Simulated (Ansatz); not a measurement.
Reaction (substitution at a C–C bond): `FCOC(F)C(F)F` + H–F → `FCOC(F)F` + difluoromethane

Computed with Ansatz on PBE0-D4/def2-TZVP structures; ΔE is electronic, products minus reactants. CCSD(T)/CBS is the MP2 limit (def2-TZVPP, def2-QZVPP) plus CCSD(T) − MP2 in def2-TZVPP, frozen cores. This one scheme is used for every species. DFT in def2-TZVPP. B3LYP here is the variant with VWN-RPA as its local correlation; programs differ in this. Each species was taken in one conformer, which may not be the lowest.

`FCOC(F)C(F)F`:

Z-matrix (Å, degrees):
```
C
O 1 1.385
F 1 1.370 2 110.3
H 1 1.094 2 111.6 3 -119.6
H 1 1.090 2 106.6 3 117.8
C 2 1.376 1 115.1 3 72.3
F 6 1.371 2 110.1 1 76.2
C 6 1.520 2 107.3 1 -166.4
H 6 1.095 2 112.7 1 -44.3
F 8 1.348 6 109.0 2 66.1
F 8 1.348 6 109.0 2 -176.0
H 8 1.095 6 111.8 2 -55.0
```

H–F:

Cartesian coordinates in Å:
```
F -0.034 -0.002 0.459
H 0.034 0.002 -0.459
```

`FCOC(F)F`:

```xyz
9

F    -0.473    1.124    1.489
C    -0.643   -0.142    0.989
O    -0.672   -0.113   -0.395
C     0.535    0.113   -0.999
F     0.290    0.269   -2.299
F     1.341   -0.965   -0.852
H    -1.615   -0.516    1.310
H     0.177   -0.759    1.366
H     1.060    0.990   -0.608
```

`FCF`:

Z-matrix (Å, degrees):
```
C
F 1 1.351
F 1 1.351 2 108.6
H 1 1.093 2 108.8 3 118.2
H 1 1.094 2 108.8 3 -118.2
```

| level | ΔE (kJ/mol) |
| --- | --- |
| PBE-D4 | 5.7 |
| B3LYP-D4 | 4.6 |
| ωB97M-V | 8.2 |
| PBE | 1.3 |
| PBE0 | 3.4 |
| SCS-MP2/def2-TZVPP | 10.2 |
| CCSD/def2-TZVPP | 10.2 |
| HF/CBS(def2) | -9.8 |

What does CCSD(T)/CBS give? (Best estimate.)

Ansatz gave: +18.2 kJ/mol. The listed levels differ from it by -12.5, -13.6, -10.0, -16.9, -14.8, -8.0, -8.0, -28.0 kJ/mol.

Largest T1 diagnostic among the species: 0.012.

The D4 term adds +6.9 kJ/mol with B3LYP and +4.0 kJ/mol with PBE0; it sums over pairs of atoms, weighted by their polarisabilities, and B3LYP, whose exchange is more repulsive, gets the larger term. In def2-TZVPP, CCSD(T) changes the Hartree–Fock value by +22.0 kJ/mol (the triples alone add +1.8 kJ/mol) and MP2 by +26.0 kJ/mol.
